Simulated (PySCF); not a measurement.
Fill in the blanks.

Species: 3-chlorophenol, C6H5ClO.
SMILES: `Oc1cccc(Cl)c1`

Conformer (atom-mapped SMILES and torsion angles): `[OH:1][c:2]1[cH:3][cH:4][cH:5][c:6]([Cl:7])[cH:8]1`: H–O1–C2–C3 180°.

```csv
property,level,value
point group,PBE0-D3(BJ)/def2-TZVP,?
"rotational constants A, B, C",PBE0-D3(BJ)/def2-TZVP,?
dipole moment,B97-2/pcSseg-2,0.96 D
HOMO energy,B97-2/pcSseg-2,?
LUMO energy,B97-2/pcSseg-2,?
13C chemical shifts (computed TMS as zero) by class,GIAO B97-2/pcSseg-2,?
1H chemical shifts (computed TMS as zero) by class,GIAO B97-2/pcSseg-2,?
"isotropic shieldings of nuclei other than C and H, by class",GIAO B97-2/pcSseg-2,?
```

The electronic properties come from PySCF, for the isolated species, density fitting. The structure is a single PBE0-D3(BJ)/def2-TZVP conformer in the gas phase; no vibrational or solvent corrections.

**Question.** What are the 1H chemical shifts (computed TMS as zero) by class?

**Answer.** 7.41 (1 H), 7.07 (1 H), 6.95 (1 H), 6.70 (1 H), 4.19 (1 H) ppm.

**Question.** The LUMO energy?

**Answer.** -0.66 eV.

**Question.** The HOMO energy?

**Answer.** -6.57 eV.

**Question.** What are the isotropic shieldings of nuclei other than C and H, by class?

**Answer.** 209 (1 O), 703 (1 Cl) ppm.

**Question.** Give the point group.

**Answer.** Cs.

**Question.** The 13C chemical shifts (computed TMS as zero) by class?

**Answer.** 165.6 (1 C), 148.3 (1 C), 137.8 (1 C), 126.4 (1 C), 119.3 (1 C), 118.4 (1 C) ppm.

**Question.** The rotational constants A, B, C?

**Answer.** 3.484, 1.208, 0.897 GHz.

A dipole of 0.96 D is allowed in Cs, and pure rotational transitions are dipole-allowed. With B = h/(8π²I), that is 505.379 GHz u Å² over I, the principal moments of inertia are 145.0, 418.3 and 563.4 u Å² (most abundant isotopes). In atomic units the dipole is 0.38 e·bohr (1 au = 2.5417 D).
